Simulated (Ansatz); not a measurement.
A basis-limit estimate, worked out

An elementary step of AlNH$_{4}$F$_{2}$, singlet (AlNH₂F₂ ([NH2][Al]([F])[F]) + H₂ → AlHF₂ ([F][AlH][F]) + NH₃ (still joined by a long Al–N bond); Al–N, H–H broken or loosened, Al–H, N–H formed or tightened). “Start” and “end” are the PBE0-D4/def2-TZVP structures reached by relaxing down either side of its saddle point, with the molecules still in contact.

Program: Ansatz 0.2.0. Basis: def2-TZVPP and def2-QZVPP. Cores are frozen in the correlated methods.

Energies in eV:

| quantity | end | start |
| --- | --- | --- |
| Hartree–Fock, triple zeta (X = 3) | -13548.67782 | -13547.84259 |
| Hartree–Fock, quadruple zeta (X = 4) | -13549.24148 | -13548.42091 |
| MP2 correlation, X = 3 | -22.27309 | -22.46299 |
| MP2 correlation, X = 4 | -24.25602 | -24.45111 |
| CCSD(T) correlation, X = 3 | -23.42135 | -23.54805 |

Task: Work out the step energy at the basis limit: extrapolate Hartree–Fock as E(X) = E∞ + A exp(−7.88 √X) and the MP2 correlation as E(X) = E∞ + B X^−2.97 (the exponents that Neese and Valeev fitted for def2-TZVPP and QZVPP), then add CCSD(T) − MP2 in triple zeta.

Result: Each step is linear, so take the differences first (end − start): Hartree–Fock -0.83523 (X = 3) and -0.82057 (X = 4); MP2 correlation 0.18990 and 0.19509; CCSD(T) correlation 0.12670.
Two points give E∞ = E(4) + w [E(4) − E(3)], with w = 1/(exp(7.88 (2 − √3)) − 1) = 0.1377 for Hartree–Fock and w = 1/((4/3)^2.97 − 1) = 0.7407 for the correlation.
Hartree–Fock: -0.82057 + 0.1377 × 0.01466 = -0.8186 eV.
MP2 correlation: 0.19509 + 0.7407 × 0.00519 = 0.1989 eV.
CCSD(T) − MP2: 0.12670 − 0.18990 = -0.0632 eV.
Sum: -0.8186 + 0.1989 + (-0.0632) = -0.6829 eV, or -15.75 kcal/mol. Plain CCSD(T) in triple zeta gives -0.7085 eV, so the larger basis shifts the result by 0.0256 eV.

The T1 diagnostic stays at or below 0.013.

Labels in which every atom is bracketed show which atoms are joined, not bond orders.

For scale, one of the runs: CCSD(T)/def2-TZVPP, 191 basis functions, launched by `ansatz run in.yaml --threads 2 --pin off --events-out ev --progress --plain --max-ram 4352MiB`. Time: 77 s of wall clock on 2 CPU threads of an Intel Xeon Platinum 8488C; the host was shared. Peak host memory: 2.2 GiB.
